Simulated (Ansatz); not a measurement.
Reaction (redistribution): `[OH][W]([OH])([OH])([OH])([F])[Cl]` + `F[Si]S` → `[OH][W]([OH])([OH])([F])([F])[Cl]` + `O[Si]S`

Computed with Ansatz on PBE0-D4/def2-TZVP structures; ΔE is electronic, products minus reactants. CCSD(T)/CBS adds triple-zeta CCSD(T) − MP2 to the extrapolated MP2 energy (def2 sets, frozen cores). This one scheme is used for every species. DFT in def2-TZVPP. B3LYP here is the variant with VWN-RPA as its local correlation; programs differ in this. def2 core potentials past Kr. For W outer-core shells are correlated without core-valence functions, which leaves a few kJ/mol of doubt a bond. Each species was taken in one conformer, which may not be the lowest.

`[OH][W]([OH])([OH])([OH])([F])[Cl]`:

Cartesian coordinates in Å:
```
O 0.583 1.768 0.542
W -0.042 0.098 -0.064
O 0.072 0.356 -1.897
O 1.719 -0.521 -0.010
O -0.382 -0.702 1.595
F -1.714 0.974 0.036
Cl -1.183 -1.899 -0.812
H -0.074 2.455 0.697
H -0.271 -0.239 -2.570
H 2.193 -0.785 0.783
H -0.900 -1.505 1.699
```

`F[Si]S`:

Z-matrix (Å, degrees):
```
Si
F 1 1.616
S 1 2.154 2 99.9
H 3 1.346 1 95.0 2 -0.0
```

`[OH][W]([OH])([OH])([F])([F])[Cl]`:

```xyz
10

O    -1.632   -0.451   -0.464
W     0.108    0.108   -0.110
O    -0.410    0.899    1.505
O     0.550   -1.503    0.703
F    -0.314    1.549   -1.230
F     1.719    1.014    0.220
Cl    1.143   -0.801   -2.007
H    -2.292    0.058   -0.942
H     0.209    1.417    2.030
H     0.919   -2.290    0.294
```

`O[Si]S`:

```xyz
5

O     0.459   -0.569    1.197
Si    1.046    0.768    0.435
S    -0.207    0.971   -1.332
H    -0.279   -1.083    0.860
H    -1.020   -0.087   -1.160
```

(1) Is it downhill or uphill in electronic energy at CCSD(T)/CBS, and by how much? (An estimate is asked.)

(2) What do these levels give: PBE-D4, r2SCAN-D4, B97M-V, B3LYP-D4, r2SCAN0-D4, r2SCAN, PBE0, r2SCANh, CCSD(T)/def2-SVP, CCSD/def2-TZVPP, MP2/def2-QZVPP, MP2/CBS(def2)? (Estimate.)

Largest T1 diagnostic among the species: 0.022, so the coupled-cluster value is less sure than usual.

Results:

(1) Ansatz gave: Uphill: ΔE = +19.2 kJ/mol.

(2) Ansatz gave: PBE-D4 10.4, r2SCAN-D4 9.1, B97M-V 9.1, B3LYP-D4 11.8, r2SCAN0-D4 11.1, r2SCAN 8.8, PBE0 11.0, r2SCANh 9.6, CCSD(T)/def2-SVP 16.9, CCSD/def2-TZVPP 16.0, MP2/def2-QZVPP 20.6, MP2/CBS(def2) 21.7 kJ/mol.

Leaving LDA and LC-ωPBE aside and taking each functional with its dispersion term where it has one, the values, not all of them listed here, spread over 5.4 kJ/mol, from r2SCAN-D4 to PBE-QIDH. In def2-TZVPP, CCSD(T) changes the Hartree–Fock value by +8.0 kJ/mol (the triples alone add +0.6 kJ/mol) and MP2 by +10.5 kJ/mol.
